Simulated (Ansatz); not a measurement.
Ideal-gas functions of `N[AsH2]` at 800 K and 1 bar, from an Ansatz frequency run at PBE0-D4/def2-TZVP.

Molar mass 92.96 g/mol, point group C1 (symmetry number 1), electronic degeneracy 1, moments of inertia 6.23, 51.463, 52.254 u Å². Harmonic wavenumbers (cm⁻¹, unscaled): 281, 568, 710, 769, 818, 1011, 1037, 1591, 2133, 2204, 3554, 3653.

Use S(trans) = R[1.5 ln M + 2.5 ln T − 1.1517]; rotational temperatures θ = 24.2544 K / I; S(rot) = R[ln(√π/σ · √(T³/θAθBθC)) + 1.5]; for each mode x = 1.438777 ν̃/T, S = R[x/(eˣ − 1) − ln(1 − e⁻ˣ)] and H = RT x/(eˣ − 1); 1 cm⁻¹ = 0.0119627 kJ/mol; R = 8.31446 J/(mol·K).

Problem. By hand: the entropy, in J/(mol·K).

Solution. Translation 185.9. Rotation: θ = 3.8932, 0.4713, 0.4642 K, giving 101.3. Vibration, mode by mode: 14.08, 8.49, 6.82, 6.25, 5.82, 4.40, 4.24, 1.93, 0.88, 0.80, 0.10, 0.09, in all 53.9. Electronic 0.0. Sum 341.1 J/(mol·K).

Problem. By hand: H − E and G − E in kJ/mol, counted from the electronic energy.

Solution. Zero-point energy ½ × 18329 × 0.0119627 = 109.6; thermal vibration 25.2; translation, rotation and pV give 4 RT = 26.6. H − E = 161.4 kJ/mol, and G − E = 161.4 − 800 × 341.1/1000 = -111.5 kJ/mol.

Vibration gives 16 % of the entropy. The sum counts one conformer and one mirror image; others add a mixing term.
